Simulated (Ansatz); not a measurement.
Input file:

```yaml
crystal:
  periodic: [false, false, false]
  atoms:
    - { symbol: Al, position_ang: [-0.021868, 0.244452, 0.42094] }
    - { symbol: O, position_ang: [-0.738731, -0.140319, 1.910182] }
    - { symbol: Si, position_ang: [-1.592391, -0.868868, 3.108459] }
    - { symbol: H, position_ang: [-2.706489, -1.701589, 2.559113] }
    - { symbol: H, position_ang: [-0.705938, -1.745896, 3.934175] }
    - { symbol: H, position_ang: [-2.181834, 0.175806, 4.005216] }
    - { symbol: F, position_ang: [1.629577, 0.058203, 0.276287] }
    - { symbol: F, position_ang: [-0.904858, 0.089551, -0.978452] }
    - { symbol: S, position_ang: [0.055271, 2.714641, 0.723535] }
    - { symbol: H, position_ang: [1.387896, 2.756104, 0.486108] }
    - { symbol: H, position_ang: [0.217967, 2.590714, 2.061237] }
basis:
  gaussian: { orbitals: def2-SVP }
hamiltonian:
  xc: pbe0
  dispersion: d4
neb:
  order_check: false
  images: 5
  f_tol: 0.03
  max_iterations: 60
  final_atoms:
    - { symbol: Al, position_ang: [-0.04562364, 0.75676379, 0.4912977] }
    - { symbol: O, position_ang: [-0.13448787, 0.25050065, 2.33911283] }
    - { symbol: Si, position_ang: [-1.51006909, -0.67883204, 2.88302264] }
    - { symbol: H, position_ang: [-1.50644887, -1.9523903, 2.13502424] }
    - { symbol: H, position_ang: [-1.18769451, -0.89961405, 4.32148025] }
    - { symbol: H, position_ang: [-2.7476097, 0.1229836, 2.75729518] }
    - { symbol: F, position_ang: [1.22653466, -0.09747367, -0.16781338] }
    - { symbol: F, position_ang: [-1.57830947, 0.07574194, 0.27441314] }
    - { symbol: S, position_ang: [0.17447253, 2.93854813, 0.53350381] }
    - { symbol: H, position_ang: [1.39201877, 2.88345965, -0.04858994] }
    - { symbol: H, position_ang: [0.35581921, 0.77311129, 2.98805353] }
  initial_path:
    images:
      - { positions_ang: [[-0.021868, 0.244452, 0.42094], [-0.738731, -0.140319, 1.910182], [-1.592391, -0.868868, 3.108459], [-2.706489, -1.701589, 2.559113], [-0.705938, -1.745896, 3.934175], [-2.181834, 0.175806, 4.005216], [1.629577, 0.058203, 0.276287], [-0.904858, 0.089551, -0.978452], [0.055271, 2.714641, 0.723535], [1.387896, 2.756104, 0.486108], [0.217967, 2.590714, 2.061237]] }
      - { positions_ang: [[0.02653536, 0.16842817, 0.29343032], [-0.49486455, -0.08215736, 1.99490023], [-1.51241618, -0.7262955, 3.08937036], [-2.53037943, -1.57907671, 2.45385047], [-0.77693567, -1.54367885, 4.04211228], [-2.1649465, 0.36261301, 3.8115025], [1.63083991, 0.07062359, -0.05454063], [-1.03095872, 0.03409562, -0.95021786], [0.05246598, 2.62718728, 0.75638504], [1.09740848, 2.68229343, 1.03689841], [0.14185332, 2.15876632, 2.03310888]] }
      - { positions_ang: [[0.07493872, 0.09240435, 0.16592064], [-0.2509981, -0.02399571, 2.07961847], [-1.43244136, -0.583723, 3.07028173], [-2.35426986, -1.45656442, 2.34858793], [-0.84793335, -1.34146169, 4.15004955], [-2.148059, 0.54942002, 3.617789], [1.63210283, 0.08304417, -0.38536826], [-1.15705944, -0.02135977, -0.92198372], [0.04966095, 2.53973356, 0.78923508], [0.80692096, 2.60848287, 1.58768883], [0.06573965, 1.72681863, 2.00498076]] }
      - { positions_ang: [[0.12334208, 0.01638052, 0.03841095], [-0.00713166, 0.03416593, 2.1643367], [-1.35246655, -0.44115051, 3.05119309], [-2.17816029, -1.33405214, 2.2433254], [-0.91893102, -1.13924454, 4.25798683], [-2.13117149, 0.73622702, 3.42407549], [1.63336574, 0.09546476, -0.71619589], [-1.28316016, -0.07681515, -0.89374958], [0.04685593, 2.45227984, 0.82208512], [0.51643345, 2.5346723, 2.13847924], [-0.01037403, 1.29487095, 1.97685264]] }
      - { positions_ang: [[0.06702017, 0.26317495, 0.1893732], [-0.04958373, 0.10627751, 2.22259541], [-1.40500073, -0.52037769, 2.99513627], [-1.95425649, -1.54016486, 2.20722501], [-1.00851885, -1.05936771, 4.2791513], [-2.33665089, 0.53181255, 3.20181539], [1.49775538, 0.03115195, -0.53340172], [-1.38154326, -0.02596278, -0.50436201], [0.08939479, 2.61436927, 0.72589135], [0.80829522, 2.65093475, 1.40945618], [0.11169038, 1.12095107, 2.3139196]] }
      - { positions_ang: [[0.01069826, 0.50996937, 0.34033545], [-0.0920358, 0.17838908, 2.28085412], [-1.45753491, -0.59960486, 2.93907946], [-1.73035268, -1.74627758, 2.17112462], [-1.09810668, -0.97949088, 4.30031577], [-2.5421303, 0.32739807, 2.97955528], [1.36214502, -0.03316086, -0.35060755], [-1.47992637, 0.02488958, -0.11497443], [0.13193366, 2.7764587, 0.62969758], [1.10015699, 2.7671972, 0.68043312], [0.23375479, 0.94703118, 2.65098657]] }
      - { positions_ang: [[-0.04562364, 0.75676379, 0.4912977], [-0.13448787, 0.25050065, 2.33911283], [-1.51006909, -0.67883204, 2.88302264], [-1.50644887, -1.9523903, 2.13502424], [-1.18769451, -0.89961405, 4.32148025], [-2.7476097, 0.1229836, 2.75729518], [1.22653466, -0.09747367, -0.16781338], [-1.57830947, 0.07574194, 0.27441314], [0.17447253, 2.93854813, 0.53350381], [1.39201877, 2.88345965, -0.04858994], [0.35581921, 0.77311129, 2.98805353]] }
```

Run as:

```bash
$ ansatz run input.yaml --threads 4 --pin off --max-ram 5120MiB --backend cpu --events-out ev --progress --plain --runs-dir out
```

Hardware: 4 threads of Arm Neoverse V2, on a shared host.

Task: Roughly how long does this run take, and how much memory?

Result: 4 min, with a peak of 0.33 GiB, for 24 band iterations.
